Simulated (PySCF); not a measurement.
`C/C(Br)=C(/C)C#N`, C$_{5}$H$_{6}$BrN

Molfile (atoms numbered from 1):
```
C5H6BrN
     RDKit          3D

 13 12  0  0  0  0  0  0  0  0999 V2000
   -1.9634   -0.2197   -0.2008 C   0  0  0  0  0  0  0  0  0  0  0  0
   -0.5268   -0.5942   -0.1152 C   0  0  0  0  0  0  0  0  0  0  0  0
   -0.1893   -2.4628   -0.3150 Br  0  0  0  0  0  0  0  0  0  0  0  0
    0.5009    0.2435    0.0784 C   0  0  0  0  0  0  0  0  0  0  0  0
    1.9444   -0.1577    0.1533 C   0  0  0  0  0  0  0  0  0  0  0  0
    0.2377    1.6249    0.2176 C   0  0  0  0  0  0  0  0  0  0  0  0
    0.0624    2.7520    0.3385 N   0  0  0  0  0  0  0  0  0  0  0  0
   -2.5353   -0.7367    0.5711 H   0  0  0  0  0  0  0  0  0  0  0  0
   -2.3731   -0.5170   -1.1673 H   0  0  0  0  0  0  0  0  0  0  0  0
   -2.0870    0.8544   -0.0775 H   0  0  0  0  0  0  0  0  0  0  0  0
    2.3172   -0.4050   -0.8415 H   0  0  0  0  0  0  0  0  0  0  0  0
    2.5446    0.6552    0.5552 H   0  0  0  0  0  0  0  0  0  0  0  0
    2.0633   -1.0364    0.7855 H   0  0  0  0  0  0  0  0  0  0  0  0
  1  2  1  0
  2  3  1  0
  2  4  2  0
  4  5  1  0
  4  6  1  0
  6  7  3  0
  1  8  1  0
  1  9  1  0
  1 10  1  0
  5 11  1  0
  5 12  1  0
  5 13  1  0
M  END
```

The calculation used GIAO CAM-B3LYP/pcSseg-1 magnetisability, rotational g tensor and spin-rotation constants, non-relativistic, gas phase (PySCF 2.14.0). Geometry: GFN2-xTB.

The calculation is non-relativistic, which matters for the atoms heavier than Zn.

Problem. Give the nuclear spin-rotation constants along the inertial axes (H = +C I·J) beside the isotropic shieldings.

Solution. Rotational constants 3.8025, 0.9974, 0.7979 GHz. A star marks the isotopologue with that one atom substituted, in its own axes.
```tsv
atom	isotope	Caa (kHz)	Cbb (kHz)	Ccc (kHz)	mean (kHz)	σ (ppm)
Br3	79Br	3.323	2.548	1.613	2.495	1933.6
N7	14N	0.268	0.206	0.183	0.219	-57.3
H8	1H	-0.341	-0.077	-0.018	-0.145	29.4
H9	1H	-0.345	-0.078	-0.017	-0.146	29.4
H10	1H	0.084	-0.082	-0.093	-0.030	28.7
H11	1H	-0.377	-0.091	-0.002	-0.156	29.6
H12	1H	-0.076	-0.064	-0.088	-0.076	29.8
H13	1H	-0.160	-0.090	-0.045	-0.098	29.5
C1	13C*	0.637	0.141	0.141	0.306	154.4
C2	13C*	1.834	0.447	0.167	0.816	11.8
C4	13C*	1.492	0.345	0.123	0.653	66.1
C5	13C*	0.585	0.135	0.128	0.283	162.5
C6	13C*	0.055	0.421	0.373	0.283	62.4
```
For the geometry as given, no vibrational averaging.

Problem. How do the rotational constants and the g tensor change when H8, H9, H10, H11, H12, H13 are replaced by deuterium?

Solution. Constants 2.9989, 0.9787, 0.7516 GHz; g -0.0154, -0.0151, -0.0087, against -0.0194, -0.0155, -0.0093 before.
